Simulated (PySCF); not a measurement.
Chain-length series, n-germane amino/formyl (end groups after the name). Isolated molecules, 0 K electronic values unless said otherwise. One relaxed conformer stands for each flexible species; it need not be the lowest. Strings in code marks are SMILES.

Level of theory: PBE0-D4/def2-TZVP // PBE0-D4/def2-SVP run with PySCF 2.14.0. All candidates: neutral, multiplicity 1. Delta-SCF ions had no search for a lower state. Excitations are Tamm–Dancoff values on a coarser integration grid. The basis has no diffuse functions, so Rydberg states are missing or too high.

- HOMO–LUMO gap = 5.01 eV
- vertical ionisation energy (Delta-SCF) = 8.13 eV
- T1 excitation (TDA) = 2.58 eV

### Question
Which member has these values?
A) `[NH2][GeH2][CH]=O`
B) `[NH2][GeH2][GeH2][GeH2][CH]=O`
C) `[NH2][GeH2][GeH2][CH]=O`
D) `[NH2][GeH2][GeH2][GeH2][GeH2][CH]=O`

### Answer
D, `[NH2][GeH2][GeH2][GeH2][GeH2][CH]=O`. The others give `[NH2][GeH2][GeH2][CH]=O`: 5.36 eV, 8.82 eV, 2.60 eV; `[NH2][GeH2][GeH2][GeH2][CH]=O`: 5.29 eV, 8.59 eV, 2.61 eV; `[NH2][GeH2][CH]=O`: 5.33 eV, 8.89 eV, 2.54 eV
